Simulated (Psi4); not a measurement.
Input for Psi4: SAPT0/jun-cc-pV(D+d)Z on C4H10 (a complex), monomers drawn apart or pushed together.

```
memory 2025 MB

molecule dimer {
0 1
C    -0.15336261    0.00769633    0.50165237
H    -1.19013570   -0.28098279    0.67117917
H     0.23125696   -0.51924718   -0.37070525
H    -0.10186628    1.08184932    0.32642937
H     0.44208083   -0.24752226    1.37654743
--
0 1
C     0.87089477   -1.01092611    4.01676379
C     0.48424164    0.25663863    4.08303654
C    -0.89076888    0.75524366    3.77265061
H     0.18475140   -1.79754878    3.72267000
H     1.88430150   -1.30891185    4.25290966
H     1.20903527    1.00993188    4.38123313
H    -0.86787257    1.48123931    2.95512856
H    -1.55533159   -0.06017351    3.48482189
H    -1.32608822    1.26636448    4.63608864
units angstrom
symmetry c1
no_reorient
no_com
}

set {
  basis jun-cc-pV(D+d)Z
  scf_type df
  freeze_core true
}

energy('sapt0')
```

Output:

```
[...]
==> Input File <==

--------------------------------------------------------------------------
memory 2025 MB

molecule dimer {
0 1
C    -0.15336261    0.00769633    0.50165237
H    -1.19013570   -0.28098279    0.67117917
H     0.23125696   -0.51924718   -0.37070525
H    -0.10186628    1.08184932    0.32642937
H     0.44208083   -0.24752226    1.37654743
--
0 1
C     0.87089477   -1.01092611    4.01676379
C     0.48424164    0.25663863    4.08303654
C    -0.89076888    0.75524366    3.77265061
H     0.18475140   -1.79754878    3.72267000
H     1.88430150   -1.30891185    4.25290966
H     1.20903527    1.00993188    4.38123313
H    -0.86787257    1.48123931    2.95512856
H    -1.55533159   -0.06017351    3.48482189
H    -1.32608822    1.26636448    4.63608864
units angstrom
symmetry c1
no_reorient
no_com
}

set {
  basis jun-cc-pV(D+d)Z
  scf_type df
  freeze_core true
}

energy('sapt0')
--------------------------------------------------------------------------


   => Loading Basis Set <=

    Name: JUN-CC-PV(D+D)Z
    Role: ORBITAL
    Keyword: BASIS
    atoms 1, 6-8    entry C          line   188 file jun-cc-pv_dpd_z.gbs
    atoms 2-5, 9-14 entry H          line    60 file jun-cc-pv_dpd_z.gbs

   => Loading Basis Set <=

    Name: JUN-CC-PV(D+D)Z
    Role: ORBITAL
    Keyword: BASIS
    atoms 1, 6-8    entry C          line   188 file jun-cc-pv_dpd_z.gbs
    atoms 2-5, 9-14 entry H          line    60 file jun-cc-pv_dpd_z.gbs


  //>>>>>>>>>>>>>>>>>>>>>>>>>>>>>>>>>>>//
  //              Dimer HF             //
  //<<<<<<<<<<<<<<<<<<<<<<<<<<<<<<<<<<<//

   => Libint2 <=

    Primary   basis highest AM E, G, H:  7, 6, 3
    Auxiliary basis highest AM E, G, H:  7, 7, 4
    Onebody   basis highest AM E, G, H:  -, -, -
    Solid Harmonics ordering:            Gaussian


   => Loading Basis Set <=

    Name: JUN-CC-PV(D+D)Z
    Role: ORBITAL
    Keyword: BASIS
    atoms 1, 6-8    entry C          line   188 file jun-cc-pv_dpd_z.gbs
    atoms 2-5, 9-14 entry H          line    60 file jun-cc-pv_dpd_z.gbs


         ---------------------------------------------------------
                                   SCF
               by Justin Turney, Rob Parrish, Andy Simmonett
                          and Daniel G. A. Smith
                              RHF Reference
                        1 Threads,   1931 MiB Core
         ---------------------------------------------------------

  ==> Geometry <==

    Molecular point group: c1
    Full point group: C1

    Geometry (in Angstrom), charge = 0, multiplicity = 1:

       Center              X                  Y                   Z               Mass
    ------------   -----------------  -----------------  -----------------  -----------------
         C           -0.153362610000     0.007696330000     0.501652370000    12.000000000000
         H           -1.190135700000    -0.280982790000     0.671179170000     1.007825032230
         H            0.231256960000    -0.519247180000    -0.370705250000     1.007825032230
         H           -0.101866280000     1.081849320000     0.326429370000     1.007825032230
         H            0.442080830000    -0.247522260000     1.376547430000     1.007825032230
         C            0.870894770000    -1.010926110000     4.016763790000    12.000000000000
         C            0.484241640000     0.256638630000     4.083036540000    12.000000000000
         C           -0.890768880000     0.755243660000     3.772650610000    12.000000000000
         H            0.184751400000    -1.797548780000     3.722670000000     1.007825032230
         H            1.884301500000    -1.308911850000     4.252909660000     1.007825032230
         H            1.209035270000     1.009931880000     4.381233130000     1.007825032230
         H           -0.867872570000     1.481239310000     2.955128560000     1.007825032230
         H           -1.555331590000    -0.060173510000     3.484821890000     1.007825032230
         H           -1.326088220000     1.266364480000     4.636088640000     1.007825032230

  Running in c1 symmetry.

  Rotational constants: A =      0.26387  B =      0.02495  C =      0.02345 [cm^-1]
  Rotational constants: A =   7910.76773  B =    748.11778  C =    703.04446 [MHz]
  Nuclear repulsion =  119.097903330396662

  Charge       = 0
  Multiplicity = 1
  Electrons    = 34
  Nalpha       = 17
  Nbeta        = 17

  ==> Algorithm <==

  SCF Algorithm Type is DF.
  DIIS enabled.
  MOM disabled.
  Fractional occupation disabled.
  Guess Type is SAD.
  Energy threshold   = 1.00e-08
  Density threshold  = 1.00e-08
  Integral threshold = 1.00e-12

  ==> Primary Basis <==

  Basis Set: JUN-CC-PV(D+D)Z
    Blend: JUN-CC-PV(D+D)Z
    Number of shells: 62
    Number of basis functions: 122
    Number of Cartesian functions: 126
    Spherical Harmonics?: true
    Max angular momentum: 2

   => Loading Basis Set <=

    Name: (JUN-CC-PV(D+D)Z AUX)
    Role: JKFIT
    Keyword: DF_BASIS_SCF
    atoms 1, 6-8    entry C     
[...]
   112A      2.870615   113A      2.966766   114A      3.018731
     115A      3.039119   116A      3.111441   117A      3.368610
     118A      3.559454   119A      5.046080   120A      5.059016
     121A      5.067543   122A     18.440340

    Final Occupation by Irrep:
              A
    DOCC [    12 ]
    NA   [    12 ]
    NB   [    12 ]

  @DF-RHF Final Energy:  -117.08426368898057

   => Energetics <=

    Nuclear Repulsion Energy =             70.9116150034454051
    One-Electron Energy =                -296.7515768057112950
    Two-Electron Energy =                 108.7556981132853196
    Total Energy =                       -117.0842636889805704

Computation Completed


Properties will be evaluated at   0.000000,   0.000000,   0.000000 [a0]

Properties computed using the SCF density matrix


 Multipole Moments:

 ------------------------------------------------------------------------------------
     Multipole            Electronic (a.u.)      Nuclear  (a.u.)        Total (a.u.)
 ------------------------------------------------------------------------------------

 L = 1.  Multiply by 2.5417464519 to convert [e a0] to [Debye]
 Dipole X            :         -4.4702680            4.3747178           -0.0955502
 Dipole Y            :         -0.9918815            1.1274836            0.1356021
 Dipole Z            :       -178.9068277          178.8957567           -0.0110710
 Magnitude           :                                                    0.1662538

 ------------------------------------------------------------------------------------

  Constructing Basis Sets for SAPT...

   => Loading Basis Set <=

    Name: (JUN-CC-PV(D+D)Z AUX)
    Role: RIFIT
    Keyword: DF_BASIS_SAPT
    atoms 1, 6-8    entry C          line   100 file jun-cc-pvdz-ri.gbs
    atoms 2-5, 9-14 entry H          line    30 file jun-cc-pvdz-ri.gbs

   => Loading Basis Set <=

    Name: (JUN-CC-PV(D+D)Z AUX)
    Role: JKFIT
    Keyword: DF_BASIS_ELST
    atoms 1, 6-8    entry C          line   146 file jun-cc-pvdz-jkfit.gbs
    atoms 2-5, 9-14 entry H          line    70 file jun-cc-pvdz-jkfit.gbs


  //>>>>>>>>>>>>>>>>>>>>>>>>>>>>>>>>>>>//
  //               SAPT0               //
  //<<<<<<<<<<<<<<<<<<<<<<<<<<<<<<<<<<<//



        SAPT0
    Ed Hohenstein
     6 June 2009

      Orbital Information
  --------------------------
    NSO        =       122
    NMO        =       122
    NRI        =       400
    NRI (Elst) =       546
    NOCC A     =         5
    NOCC B     =        12
    FOCC A     =         1
    FOCC B     =         3
    NVIR A     =       117
    NVIR B     =       110

    Elst10,r            =    -0.002630796837 [Eh]
    Exch10              =     0.006867011756 [Eh]
    Exch10 (S^2)        =     0.006837976862 [Eh]

    Maxiter = 50
    CPHF R converge = 1.000000E-08

    Iter     Energy [mEh]          dE [mEh]         Residual      Time [s]
       1      -0.53937592       0.539375925     3.091934e-03             0
       2      -0.65852022       0.119144295     3.968700e-04             0
       3      -0.65820449      -0.000315734     1.041841e-04             0
       4      -0.65752720      -0.000677281     2.499630e-05             0
       5      -0.65753439       0.000007185     4.478527e-06             0
       6      -0.65756647       0.000032084     6.207667e-07             0
       7      -0.65756251      -0.000003965     8.241066e-08             0
       8      -0.65756283       0.000000317     1.114388e-08             0
       9      -0.65756280      -0.000000027     1.780605e-09             0

    CHF Iterations converged

    Maxiter = 50
    CPHF R converge = 1.000000E-08

    Iter     Energy [mEh]          dE [mEh]         Residual      Time [s]
       1      -0.51867274       0.518672739     3.228844e-03             0
       2      -0.65333332       0.134660586     7.237009e-04             0
       3      -0.65326655      -0.000066777     3.034648e-04             0
       4      -0.65046107      -0.002805478     6.547480e-05             0
       5      -0.65051089       0.000049815     2.264295e-05             0
       6      -0.65065978       0.000148895     5.550016e-06             0
       7      -0.65065199      -0.000007788     2.195790e-06             0
       8      -0.65064245      -0.000009540     5.220277e-07             0
       9      -0.65064448       0.000002027     1.286713e-07             0
      10      -0.65064461       0.000000126     3.631190e-08             0
      11      -0.65064452      -0.000000089     8.066657e-09             0

    CHF Iterations converged

    Ind20,r (A<-B)      =    -0.000657562799 [Eh]
    Ind20,r (B<-A)      =    -0.000650644517 [Eh]
    Ind20,r             =    -0.001308207316 [Eh]
    Exch-Ind20,r (A<-B) =     0.000568582149 [Eh]
    Exch-Ind20,r (B<-A) =     0.000546028566 [Eh]
    Exch-Ind20,r        =     0.001114610715 [Eh]
    Disp20              =    -0.003938163197 [Eh]
    Disp20 (SS)         =    -0.001969081599 [Eh]
    Disp20 (OS)         =    -0.001969081599 [Eh]
    Exch-Disp20         =     0.000517620444 [Eh]
    Exch-Disp20 (SS)    =     0.000301971188 [Eh]
    Exch-Disp20 (OS)    =     0.000215649256 [Eh]

    SAPT Results
  --------------------------------------------------------------------------------------------------------
    Electrostatics                 -2.63079684 [mEh]      -1.65084994 [kcal/mol]      -6.90715615 [kJ/mol]
      Elst10,r                     -2.63079684 [mEh]      -1.65084994 [kcal/mol]      -6.90715615 [kJ/mol]

    Exchange                        6.86701176 [mEh]       4.30911493 [kcal/mol]      18.02933688 [kJ/mol]
      Exch10                        6.86701176 [mEh]       4.30911493 [kcal/mol]      18.02933688 [kJ/mol]
      Exch10(S^2)                   6.83797686 [mEh]       4.29089526 [kcal/mol]      17.95310578 [kJ/mol]

    Induction                      -0.68419987 [mEh]      -0.42934190 [kcal/mol]      -1.79636651 [kJ/mol]
      Ind20,r                      -1.30820732 [mEh]      -0.82091248 [kcal/mol]      -3.43469783 [kJ/mol]
      Exch-Ind20,r                  1.11461071 [mEh]       0.69942878 [kcal/mol]       2.92641003 [kJ/mol]
      delta HF,r (2)               -0.49060327 [mEh]      -0.30785820 [kcal/mol]      -1.28807870 [kJ/mol]

    Dispersion                     -3.42054275 [mEh]      -2.14642298 [kcal/mol]      -8.98063376 [kJ/mol]
      Disp20                       -3.93816320 [mEh]      -2.47123472 [kcal/mol]     -10.33964605 [kJ/mol]
      Exch-Disp20                   0.51762044 [mEh]       0.32481173 [kcal/mol]       1.35901229 [kJ/mol]
      Disp20 (SS)                  -1.96908160 [mEh]      -1.23561736 [kcal/mol]      -5.16982302 [kJ/mol]
      Disp20 (OS)                  -1.96908160 [mEh]      -1.23561736 [kcal/mol]      -5.16982302 [kJ/mol]
      Exch-Disp20 (SS)              0.30197119 [mEh]       0.18948978 [kcal/mol]       0.79282524 [kJ/mol]
      Exch-Disp20 (OS)              0.21564926 [mEh]       0.13532195 [kcal/mol]       0.56618704 [kJ/mol]

  Total HF                          3.55201505 [mEh]       2.22892309 [kcal/mol]       9.32581423 [kJ/mol]
  Total SAPT0                       0.13147230 [mEh]       0.08250011 [kcal/mol]       0.34518046 [kJ/mol]

  Special recipe for scaled SAPT0 (see Manual):
    Electrostatics sSAPT0          -2.63079684 [mEh]      -1.65084994 [kcal/mol]      -6.90715615 [kJ/mol]
    Exchange sSAPT0                 6.86701176 [mEh]       4.30911493 [kcal/mol]      18.02933688 [kJ/mol]
    Induction sSAPT0               -0.66994117 [mEh]      -0.42039443 [kcal/mol]      -1.75893031 [kJ/mol]
    Dispersion sSAPT0              -3.41392108 [mEh]      -2.14226782 [kcal/mol]      -8.96324855 [kJ/mol]
  Total sSAPT0                      0.15235267 [mEh]       0.09560274 [kcal/mol]       0.40000188 [kJ/mol]
  --------------------------------------------------------------------------------------------------------



*** Psi4 exiting successfully. Buy a developer a beer!
```

The run finished.

Cost: around 4 core-seconds (rough).
